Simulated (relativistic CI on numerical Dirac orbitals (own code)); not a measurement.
**One change at a time: Tm²⁹⁺**

Base calculation: Dirac-Coulomb-Breit CI, KLI orbitals optimised for each configuration, model QED, unscaled Slater integrals.

Configurations in the expansion (outside the closed core [Ar] 3d10): 4s2 4p6 4d4, 4s2 4p5 4d5, 4s2 4p6 4d3 4f, 4s 4p6 4d5, 4s 4p6 4d4 4f, 4s2 4p6 4d3 5s, 4s2 4p6 4d3 5d, 4s2 4p6 4d3 6s, 4p6 4d6, 4p5 4d7, 4s2 4p6 4d2 5s2, 4s2 4p6 4d 4f 5s2, 4s 4p6 4d2 4f 5s2, 4s2 4p6 4d 5s2 5d, 4p6 4d5 5s, 4p5 4d6 5s. Double excitations out of closed p, d and f shells are left out; levels of such configurations are missing from the list, as are those of other unlisted configurations, and high levels can miss mixing partners.

The lowest level and the first level of each name with at least 55 % of one term (blank where a level has no safe partner in the second run):

```csv
Level,Base (cm⁻¹),Shift (cm⁻¹)
4s2 4p6 4d4 3P_0,0,0
4s2 4p6 4d4 5D_1,70337,-782
4s2 4p6 4d4 5D_2,104162,-520
4s2 4p6 4d4 5D_0,169149,+266
4s2 4p6 4d4 3H_5,199008,-1411
4s2 4p6 4d4 3G_4,220987,+401
4s2 4p6 4d4 3D_1,298385,+1359
4s2 4p6 4d4 3G_5,300499,-665
4s2 4p6 4d4 1S_0,370578,+4269
4s2 4p6 4d4 1G_4,377650,-118
4s2 4p6 4d4 1D_2,385262,+1532
4s2 4p5 4d5 5P°_1,1280167,
4s2 4p5 4d5 5H°_7,1301462,
```

At this charge energies of transitions that change n are usually good to better than 1 %, and those within a shell (Δn = 0) to a few per cent. Terms inside the open d or f shell come out 10 to 20 % too wide with unscaled integrals.

(1) One thing was changed in a second run, which moved the levels as shown. Which?
A. Breit term removed
B. only the first configuration
C. QED terms removed

Answers

(1) B. Only the first configuration. With fewer configurations the levels that remain lose their mixing partners.

LS names give the leading component of a level, which can be under half, so a name can repeat, a term be missing and a line seem to break the LS rules.
